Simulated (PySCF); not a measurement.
Polarisability and C₆ of Ti⁺ (titanium, charge +1)

[Ar] 3d2 4s1, high-spin 4F determinant. All numbers are calculated (PySCF 2.14, no relativity, point nucleus, in aug-cc-pVDZ (7s6p4d2f, 59 functions)). Coupled (time-dependent) response in atomic units; α is the mean over directions. A double-zeta set is small for polarisabilities.

| method | mean α (bohr³) | C₆ (like pair) | S(−4) |
| --- | --- | --- | --- |
| BHandHLYP | 50.23 | 312.4 | 2259 |

S(−4) is the Cauchy moment in α(ω) = α(0) + S(−4) ω² + …

α(iu) at BHandHLYP:

```json
{"u (hartree)": "0", "α(iu) (bohr³)": "50.23"}
{"u (hartree)": "0.0500", "α(iu) (bohr³)": "45.21"}
{"u (hartree)": "0.100", "α(iu) (bohr³)": "35.11"}
{"u (hartree)": "0.200", "α(iu) (bohr³)": "19.64"}
{"u (hartree)": "0.300", "α(iu) (bohr³)": "12.25"}
{"u (hartree)": "0.500", "α(iu) (bohr³)": "6.539"}
{"u (hartree)": "0.750", "α(iu) (bohr³)": "4.082"}
{"u (hartree)": "1.00", "α(iu) (bohr³)": "2.958"}
{"u (hartree)": "1.50", "α(iu) (bohr³)": "1.841"}
{"u (hartree)": "2.00", "α(iu) (bohr³)": "1.261"}
{"u (hartree)": "3.00", "α(iu) (bohr³)": "0.6832"}
{"u (hartree)": "5.00", "α(iu) (bohr³)": "0.2829"}
```

A single London oscillator, α(iu) = α/(1 + u²/ω²), gives C₆ = (3/4) ω α². Matching the computed C₆ needs ω = 4 × 312.4 / (3 × 50.23²) = 0.165 hartree.

For an ion, C₆ is the dispersion term alone; charge-induced terms of lower order in 1/R come first.
